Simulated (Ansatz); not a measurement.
Program: Ansatz. Geometries: PBE0-D4/def2-TZVP. ΔE: electronic, gas phase. CBS: MP2 limit from def2 TZ/QZ plus the TZ coupled-cluster correction, frozen cores. DFT in def2-TZVPP. B3LYP here is the variant with VWN-RPA as its local correlation; programs differ in this. For Ge outer-core shells are correlated without core-valence functions, which leaves a few kJ/mol of doubt a bond. Scalar relativity is left out up to krypton. Each species was taken in one conformer, which may not be the lowest.

`C[BH][GeH2][F]` + `CNC` → `CBN(C)C` + `[F][GeH3]`  (cleavage of the B–Ge bond)

| level | ΔE (eV) |
| --- | --- |
| B2PLYP | -1.66 |
| PBE0 | -1.58 |
| B3LYP | -1.60 |
| SCS-MP2/def2-TZVPP | -1.70 |
| CCSD/def2-TZVPP | -1.64 |
| HF/def2-QZVPP | -1.56 |
| SCS-MP2/def2-QZVPP | -1.68 |
| CCSD/CBS(def2) | -1.60 |

**Question.** What does CCSD(T)/CBS give? (Estimate.)

**Answer.** The calculation gave: -1.63 eV. The listed levels differ from it by -0.03, 0.05, 0.03, -0.07, -0.01, 0.07, -0.05, 0.03 eV.

Largest T1 diagnostic among the species: 0.012.

The D4 term adds −0.05 eV with B3LYP and −0.03 eV with PBE0; it sums over pairs of atoms, weighted by their polarisabilities, and B3LYP, whose exchange is more repulsive, gets the larger term. In def2-TZVPP, CCSD(T) changes the Hartree–Fock value by −0.12 eV (the triples alone add −0.03 eV) and MP2 by −0.18 eV.
